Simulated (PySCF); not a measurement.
As²⁺: fine-structure interval

As²⁺ [Ar] 3d10 4s2 4p1 [4p1/2^1, M_J = 1/2] → As²⁺ [Ar] 3d10 4s2 4p1 [4p3/2^1, M_J = 3/2], as a difference of total energies. Calculation: PySCF 2.14, in x2c-TZVPPall-2c; the two-component X2C-1e Hamiltonian. Correlated levels: [Ne] frozen. "Screened" scales the spin-orbit matrix elements by Boettger's factors to mimic the two-electron term; Breit and QED terms are absent.

```
                    method  fine-structure interval (cm⁻¹)
 GHF (screened spin-orbit)                          3877.6
GMP2 (screened spin-orbit)                          2910.7
     GHF (bare spin-orbit)                          4060.6
```

GHF and GMP2 differ strongly here because the two determinants are spin-polarised to different degrees; the interval is a small difference of such terms.
